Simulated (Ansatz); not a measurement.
C3H5FO2Zr (`C#[C][Zr]([OH])([F])[O]C`) at its PBE0-D4/def2-TZVP geometry, where that method's forces vanish. The species carries charge 0 and has multiplicity 1. Zr: def2 effective core potential.

```xyz
12

C    -0.4942   -3.1081    1.1904
C    -0.2633   -2.1771    0.4443
Zr    0.1315   -0.5073   -0.9428
O     1.9737   -0.5572   -1.4483
F    -0.9859   -0.6553   -2.4885
O    -0.2967    1.0866   -0.0104
C    -0.5186    2.3051    0.6252
H    -0.6977   -3.9262    1.8444
H     2.8924   -0.3681   -1.6146
H     0.4208    2.8549    0.7396
H    -1.2147    2.9165    0.0432
H    -0.9473    2.1362    1.6174
```

What forces (eV/Å) does r2SCAN-D4/def2-TZVPP give on these atoms in Ansatz? (An estimate is asked.)

The calculation gave: 
```
C1  -0.080 -0.324  0.262
C2   0.061  0.245 -0.198
Zr3 -0.066 -0.147 -0.011
O4   0.153 -0.034 -0.055
F5  -0.059 -0.003 -0.084
O6  -0.016 -0.042 -0.011
C7  -0.044  0.257  0.128
H8   0.007  0.031 -0.026
H9   0.045  0.023 -0.005
H10 -0.011 -0.003  0.001
H11  0.007 -0.005  0.010
H12  0.005  0.003 -0.011
```
